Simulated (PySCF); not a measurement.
A structure optimised at PBE-D3(BJ)/def2-SVP, used in a PySCF frequency run:

```
Ge
H 1 1.5522
H 1 1.5522 2 108.24
H 1 1.5522 2 108.24 3 -117.10
Cd 1 2.5439 2 110.68 3 121.45
I 5 2.6408 2 154.84 1 180.00
```

Task: Write its SMILES, formula and point group.

Result: [GeH3][Cd][I], CdGeH3I, C3v

Task: What are its rotational constants (standard atomic weights)?

Result: 79.245, 0.38172, 0.38172 GHz
